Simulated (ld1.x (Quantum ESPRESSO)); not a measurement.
Values are calculated unless marked as measured or tabulated.
**Potentials for F (Z = 9) compared**

Generated with ld1.x 7.5 (TM, RRKJ, ultrasoft, PAW), atompaw 4.2 or ONCVPSP 4.0.1. The cutoff is in Ry: for ld1.x and atompaw files where the sum of valence levels is converged to 10 mRy in a Bessel basis, for ONCV files where the hardest occupied wave has 1 mHa per electron of residual kinetic energy. The error is the largest all-electron minus pseudo excitation energy over each file’s own four to seven test configurations (ionisations up to +4, promotions, holes and added fractions of an electron), all of which were solved. The labels leave out finer settings (local radius, basis sizes, second energies), which also bear on the numbers. Spin-polarised tests are not counted. The rows are a selection from randomly drawn settings: files with unsolved tests, undetermined cutoffs or missed reference levels are left out.

```csv
potential,cutoff (Ry),largest error (meV),bound ghosts
"TM, BP86, scalar-relativistic, rc 0.60/1.15/1.20 (spd), local smoothed, core correction yes, reference 2s2 2p3",180,+148,none
"ultrasoft, PBE, scalar-relativistic, rc 0.75/1.80/1.80 (spd), local smoothed, core correction yes, reference 2s2 2p4.5",45,+501,none
"ultrasoft, PBE, scalar-relativistic, rc 0.80/1.40/1.50 (spd), local d, core correction no, reference 2s2 2p4",40,+299,none
"RRKJ, LDA (PZ), scalar-relativistic, rc 0.55/1.20 (sp), local smoothed, core correction yes, reference 2s1.5 2p5.5",230,+1729,none
"TM, PBE, scalar-relativistic, rc 0.55/1.10/1.05 (spd), local smoothed, core correction yes, reference 2s1 2p6",200,+1232,none
"PAW, revPBE, scalar-relativistic, rc 0.85/1.55 (sp), local smoothed, core correction yes, reference 2s2 2p3",35,-60,none
"TM, LDA (PZ), non-relativistic, rc 0.75/0.85 (sp), local smoothed, core correction yes, reference 2s2 2p3",180,+177,none
```

**Question.** Fill in the row for F: RRKJ, LDA (PZ), scalar-relativistic, rc 0.75/0.85/0.75 (spd), local d, core correction yes, reference 2s2 2p5.

**Answer.** cutoff 180 Ry, largest error +198 meV, bound ghosts: none.
